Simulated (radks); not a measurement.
The numbers below are computed, except where a source is named.
Ionisation of the selenium ion Se+, [Ar] 3d10 4s2 4p3, to [Ar] 3d10 4s2 4p2 as the strength of local exchange is varied. Code: a radial shooting solver on a logarithmic mesh with Libxc functionals. Model: Dirac Kohn-Sham, Slater X-alpha exchange (alpha = 2/3 is LDA exchange), no correlation, spin-unpolarised, spherical densities, finite nucleus; open shells are shared between the two j in proportion to 2j + 1; Fermi nuclear charge, rms radius 4.14 fm.

alpha  E(Se+) (hartree)  exchange (hartree)  IE (eV)  -e of the level emptied (eV)  <r> of it (bohr)
0.587       -2413.80126           -71.31157   18.300                13.297 (4p3/2)             2.192
0.653       -2421.83220           -79.58583   19.091                14.024 (4p3/2)             2.158
0.667       -2423.53907           -81.34761   19.261                14.180 (4p3/2)             2.151
0.695       -2426.95629           -84.87812   19.602                14.495 (4p3/2)             2.137
0.723       -2430.37817           -88.41791   19.947                14.814 (4p3/2)             2.124
0.761       -2435.02959           -93.23673   20.420                15.252 (4p3/2)             2.106
1.006       -2465.22464          -124.71462   23.594                18.215 (4p3/2)             1.999

NIST Atomic Spectra Database: 21.20 eV (measured). The Delta-SCF value meets it near alpha = 0.82. Spin polarisation and multiplet splitting are left out, so open shells lie too high by an amount that depends on their filling. Sharing an open shell by 2j + 1 raises it above the true ground level by a part of the spin-orbit splitting, which enters the differences from NIST.

Beside tabulated values, note that spin-unpolarised runs miss the spin-polarisation part of the exchange energy of open shells.
